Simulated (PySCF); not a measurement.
PySCF input file for Sb(Br)2(OH) (Br₂HOSb), SMILES [Br][Sb]([Br])[OH], PBE-D3(BJ)/def2-SVP. The structure is a stationary point at PBE-D3(BJ)/def2-SVP. The structure was generated by enumeration; whether it is a known compound was not checked. The def2 effective core potentials stand for the cores of Sb; spin–orbit coupling is left out. The values are those of a single conformer.

```python
import numpy as np
from pyscf import gto, scf, dft, df
from pyscf.hessian import thermo

mol = gto.M(
    atom='''
    Sb    0.39080701   -0.80362299   -0.00000000
    Br   -0.10414553    0.81285888   -1.92113469
    Br   -0.10414553    0.81285887    1.92113470
    O    -1.31778846   -1.83414923   -0.00000001
    H    -2.09866262   -1.24215485   -0.00000000
    ''',
    basis='def2-SVP',
    ecp={'Sb': 'def2-svp'},
    charge=0,
    spin=0,
    max_memory=1600,
    verbose=3,
)
mf = dft.RKS(mol, xc='pbe').density_fit(auxbasis='def2-universal-jkfit')
mf.disp = 'd3bj'
mf.grids.level = 3
mf.conv_tol = 1e-11
mf.max_cycle = 100
mf.kernel()

# [left out here: the lines that compute and print the analytic Hessian (its translational invariance restored by hand, since the grid's response is missing), thermochemistry and intensities]
```

Log of the run:

```
converged SCF energy = -5462.9572670587

WARN: DFTD3 does not support analytical Hessian, using finite difference


WARN: Mole.unit (angstrom) is changed to Bohr

Mode                                 0                   1                   2
Irrep
Freq [cm^-1]                       76.4105             89.8570            144.8264
Reduced mass [au]                  65.7903              2.3681              7.6194
Force const [Dyne/A]                0.2263              0.0113              0.0942
Char temp [K]                     109.9377            129.2842            208.3730
Normal mode                   x     y     z       x     y     z       x     y     z
       0  Sb                 0.00 -0.04 -0.00   -0.00  0.00 -0.01   -0.04  0.00  0.00
       1  Br                -0.00  0.03  0.06    0.02  0.02 -0.01    0.02  0.02 -0.02
       2  Br                -0.00  0.03 -0.06   -0.02 -0.02 -0.01    0.02  0.02  0.02
       3   O                 0.01 -0.04  0.00    0.00 -0.00  0.17    0.07 -0.18 -0.00
       4   H                 0.01 -0.04  0.00    0.00 -0.00  0.63   -0.02 -0.30 -0.00
Mode                                 3                   4                   5
Irrep
Freq [cm^-1]                      232.5747            243.0747            248.0512
Reduced mass [au]                   6.0743             72.4820              2.1850
Force const [Dyne/A]                0.1936              2.5232              0.0792
Char temp [K]                     334.6233            349.7304            356.8904
Normal mode                   x     y     z       x     y     z       x     y     z
       0  Sb                -0.00  0.00 -0.05   -0.02  0.05 -0.00   -0.00  0.00  0.04
       1  Br                 0.01 -0.04  0.04    0.01 -0.04  0.04   -0.01  0.01 -0.02
       2  Br                -0.01  0.04  0.04    0.01 -0.04 -0.04    0.01 -0.01 -0.02
       3   O                -0.00  0.00 -0.07    0.01 -0.01  0.00    0.00  0.00 -0.14
       4   H                -0.00  0.00  0.39   -0.02 -0.05 -0.00    0.00  0.00  0.66
Mode                                 6                   7                   8
Irrep
Freq [cm^-1]                      592.6483            829.2254           3673.9326
Reduced mass [au]                  15.6954              1.0840              1.0669
Force const [Dyne/A]                3.2480              0.4392              8.4848
Char temp [K]                     852.6890           1193.0707           5285.9710
Normal mode                   x     y     z       x     y     z       x     y     z
       0  Sb                 0.03  0.01  0.00   -0.01  0.00  0.00   -0.00 -0.00  0.00
       1  Br                -0.00  0.00 -0.00    0.00  0.00 -0.00   -0.00 -0.00  0.00
       2  Br                -0.00  0.00  0.00    0.00  0.00  0.00   -0.00 -0.00 -0.00
       3   O                -0.20 -0.12 -0.00    0.02 -0.06  0.00    0.05 -0.04 -0.00
       4   H                -0.08  0.05  0.00    0.61  0.74 -0.00   -0.78  0.57  0.00
temperature 298.1500 [K]
pressure 101325.00 [Pa]
Rotational constants [GHz] 1.73106 0.78771 0.60889
Symmetry number 1
Zero-point energy (ZPE) 0.01397 [Eh]   36669.136 [J/mol]
                           tot       elec      trans        rot        vib
Entropy [J/mol/K]       375.435      0.000    179.822    126.935     68.677
Cv [J/mol/K]             78.549      0.000     12.472     12.472     53.605
Cp [J/mol/K]             86.863      0.000     20.786     12.472     53.605
Internal energy [J/mol]                      3718.434   3718.434  46957.752
Internal energy [Eh]   -5462.93655  -5462.95727
Enthalpy [J/mol]                             6197.391   3718.434  46957.752
Enthalpy [Eh]          -5462.93561
Gibbs free energy [J/mol]                  -47416.612 -34127.361  26481.692
Gibbs free energy [Eh] -5462.97824
mode   freq/cm-1   IR/(km/mol)
   1       76.41         0.622
   2       89.86        15.382
   3      144.83         8.294
   4      232.57         0.231
   5      243.07        17.959
   6      248.05       165.628
   7      592.65        79.799
   8      829.23        62.878
   9     3673.93        75.013
max |gradient| / (hartree/bohr): 9.999896812291749e-05
APT charges: [ 1.4013 -0.5012 -0.5012 -0.6678  0.2689]
```

Self-consistency was reached.

Cost: about 60 core-seconds (a rough figure).
